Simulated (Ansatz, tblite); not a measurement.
Spin states of [TcNF4]2- (TcNF4²⁻), formally d², each relaxed with r2SCAN-D4/def2-SVPD in Ansatz. Electronic energies in the gas phase.

In the def2 sets Tc takes a core potential; there is no spin–orbit coupling. The xTB rows come from tblite. A multiply charged anion in the gas phase is held together partly by the finite basis.

Singlet geometry (C4v within 0.1 Å):

```xyz
6

Tc    0.1522    0.0659   -0.0058
N     1.6381    0.7091   -0.0623
F    -0.4024   -0.1304    1.9283
F     0.3136   -1.9483    0.0572
F    -0.4929   -0.2572   -1.8942
F    -1.2086    1.5609   -0.0232
```

Triplet geometry (C2v within 0.1 Å):

```tsv
atom	x (Å)	y (Å)	z (Å)
Tc1	-0.178	0.124	-0.163
N2	-1.259	0.875	-1.152
F3	-0.236	-0.470	1.829
F4	0.692	1.813	0.515
F5	1.756	-0.587	-0.437
F6	-0.775	-1.755	-0.591
```

Run but left out: HF/STO-3G, PBE-QIDH/def2-TZVPD (singlet: restricted singlet, unstable in another Hartree–Fock run and untested here).

Only these spin states were relaxed.

| level | triplet − singlet (kJ/mol) | lowest of these | remarks |
| --- | --- | --- | --- |
| GFN1-xTB | 116.9 | singlet | – |
| GFN2-xTB | 135.4 | singlet | – |
| PBE-D4/def2-TZVPD | 55.5 | singlet | HOMO above zero (singlet), HOMO above zero (triplet) |
| revPBE-D4/def2-TZVPD | 52.6 | singlet | HOMO above zero (singlet), HOMO above zero (triplet) |
| r2SCAN-D4/def2-TZVPD | 48.7 | singlet | HOMO above zero (singlet), HOMO above zero (triplet) |
| r2SCANh-D4/def2-TZVPD | 50.7 | singlet | HOMO above zero (singlet), HOMO above zero (triplet) |
| PBE0-D4/def2-TZVPD | 63.4 | singlet | HOMO above zero (singlet), HOMO above zero (triplet) |
| ωB97M-V/def2-TZVPD | 80.4 | singlet | HOMO above zero (singlet), HOMO above zero (triplet) |

```
  state  donor atoms  mean metal–ligand distance (Å)  range (Å)  Mulliken spin on the metal (PBE0)
singlet            5                           1.941  1.62–2.02                                  0
triplet            5                           1.968  1.65–2.08                               2.32
```

⟨S²⟩ at PBE0-D4/def2-TZVPD: singlet 0.00 (pure 0.00), triplet 2.06 (pure 2.00).

Change of the triplet − singlet gap on mixing in exact exchange, in kJ/mol: PBE to PBE0 (25 % exact exchange) 7.9; r2SCAN to r2SCANh (10 % exact exchange) 2.0.

The xTB methods have no term that favours high spin, so they put low spin too low.
